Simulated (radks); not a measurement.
The numbers below are computed, except where a source is named.
Numerical settings for neutral erbium, [Xe] 4f12 6s2. Level of theory: scalar-relativistic Kohn-Sham, PBE, spin-polarised, spherical densities, point nucleus; open shells are filled with parallel spins first (spin-orbit coupling, left out, can overturn this in heavy ions) (a radial shooting solver on a logarithmic mesh with Libxc functionals). The defaults (mesh step 0.008 in ln r, mesh end at 40 bohr or more with all orbitals vanishing there, Anderson mixing 0.5 over 9 steps, residual threshold near 1e-9 with the energy settled to 1e-9 hartree or 1e-11 of itself, here a cap of 68 iterations) give E = -13086.3964 hartree and 4f at -2.343 eV in 28 iterations. Run on one thread of a shared host, so times are rough (Arm Neoverse V2): 0.56 s of CPU time, 0.56 s wall, 28 iterations on 2728 mesh points. Changes against that run (0 stands for a change within the tolerance of the run):

| setting | iterations | converged | E (mhartree) | e(4f) (meV) | CPU (s) |
|---|---|---|---|---|---|
| mesh step in ln r 0.08 | 4 | no | diverged | - | 0.04 |
| mesh step in ln r 0.02 | 7 | no | diverged | - | 0.08 |
| mesh step in ln r 0.003 | 13 | no | diverged | - | 1.1 |
| mesh end (bohr) 8 | 17 | yes | +15.2 | +614 | 0.31 |
| mesh end (bohr) 20 | 18 | yes | 0 | +0.0173 | 0.33 |
| residual threshold 0.001 | 23 | yes | -0.000559 | +12 | 0.49 |
| residual threshold 1e-05 | 24 | yes | 0 | -0.264 | 0.51 |
| mixing 2.5 | 29 | yes | 0 | 0 | 0.57 |
| linear mixing, mixing 0.5 | 68 | no | +8.49e+04 | +2.35e+03 | 1.9 |
| linear mixing, mixing 0.05 | 68 | no | +0.432 | -94.1 | 1.3 |
| mixing history 3 | 19 | yes | 0 | 0 | 0.34 |
| iteration cap 8 | 8 | no | +176 | -1.01e+04 | 0.2 |

Settings that end as converged yet miss the energy by more than 1 mhartree: mesh end (bohr) 8 (+0.0152 hartree). A mesh that ends early acts as a hard wall.
